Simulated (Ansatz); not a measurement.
Input and output for `BC#CN`.

```yaml
crystal:
  periodic: [false, false, false]
  atoms:
    - {symbol: B, position_ang: [-0.510506, 1.884812, -0.192565]}
    - {symbol: C, position_ang: [-0.175663, 0.499146, -0.095594]}
    - {symbol: C, position_ang: [0.140205, -0.693315, 0.110342]}
    - {symbol: N, position_ang: [0.557200, -1.929413, 0.203446]}
    - {symbol: H, position_ang: [0.061055, 2.592781, -1.041244]}
    - {symbol: H, position_ang: [-1.327423, 2.442719, 0.471652]}
    - {symbol: H, position_ang: [1.215255, -2.347655, -0.358157]}
    - {symbol: H, position_ang: [0.126962, -2.499279, 0.907620]}
basis:
  gaussian: {orbitals: def2-SVP}
magnetization: {spin_polarized: true, initial_magnetization: 0}
hamiltonian: {xc: {name: wPBEh}}
accuracy: high
output: {forces: true}
```

```sh
$ ansatz run in.yaml --threads 2 --pin off --events-out ev --progress --plain --max-ram 4352MiB
```

It prints (some lines left out):

```
Functional definition: wPBEh
  name "wPBEh"
  cite "Heyd, Scuseria & Ernzerhof, J. Chem. Phys. 118, 8207 (2003) doi:10.1063/1.1564060"
  cite "Krukau, Vydrov, Izmaylov & Scuseria, J. Chem. Phys. 125, 224106 (2006) doi:10.1063/1.2404663"
  cite "Heyd & Scuseria, J. Chem. Phys. 120, 7274 (2004) doi:10.1063/1.1668634"
  cite "Ernzerhof & Perdew, J. Chem. Phys. 109, 3313 (1998) doi:10.1063/1.476928"
  cite "Perdew, Burke & Ernzerhof, Phys. Rev. Lett. 77, 3865 (1996) doi:10.1103/PhysRevLett.77.3865"
  parent pbe
  parameter a = 0.25
  parameter omega = 0.11/bohr
  exchange = wpbe_x - a*pbe_x_sr(omega) + a*exact_x_sr(omega)
  correlation = pbe_c
1728 factors; integrals over basis functions are off by at most 3.2e-9 eV
95 factors; integrals over basis functions are off by at most 1.4e-9 eV
mean field evaluation 1: about -4289.2762 eV, gradient 3.3e1 eV
mean field evaluation 2: about -4286.1773 eV, gradient 4.0e1 eV
mean field evaluation 4: about -4294.8824 eV, gradient 2.4e0 eV
mean field evaluation 8: about -4295.1272 eV, gradient 2.0e-1 eV
mean field evaluation 16: about -4295.1275 eV, gradient 1.4e-5 eV
mean field -4295.12748909 eV, -157.8430238821 hartree, gradient 8.7e-9 eV, S^2 0.000000; 0 other end points of the search recorded, 0 dependent functions left out
the calculation of the forces begins
reference -4295.12749247 eV, -157.8430240064 hartree; 14, 14 occupied and 62, 62 virtual orbitals, 1728 factors
Total energy: -4295.12749247 eV, -157.8430240064 hartree
Atom 0 at    -0.510506     1.884812    -0.192565 Å, force     0.234042     2.045066    -1.117018 eV/Å
Atom 1 at    -0.175663     0.499146    -0.095594 Å, force     0.528920    -2.542301     0.694495 eV/Å
Atom 2 at     0.140205    -0.693315     0.110342 Å, force     0.116543     1.019577    -0.802730 eV/Å
Atom 3 at     0.557200    -1.929413     0.203446 Å, force    -2.216737     1.356275     1.917236 eV/Å
Atom 4 at     0.061055     2.592781    -1.041244 Å, force    -0.245904    -0.414160     0.412595 eV/Å
Atom 5 at    -1.327423     2.442719     0.471652 Å, force    -0.321052     0.014777     0.383062 eV/Å
Atom 6 at     1.215255    -2.347655    -0.358157 Å, force     1.995261    -0.960749    -1.799357 eV/Å
Atom 7 at     0.126962    -2.499279     0.907620 Å, force    -0.091073    -0.518485     0.311716 eV/Å
Dipole moment:     0.261617    -0.942231     0.116366 e Å
```

It took 4.7 s on 2 threads of an Arm Neoverse V2 on a shared host, with 0.29 GiB of host memory at the peak.
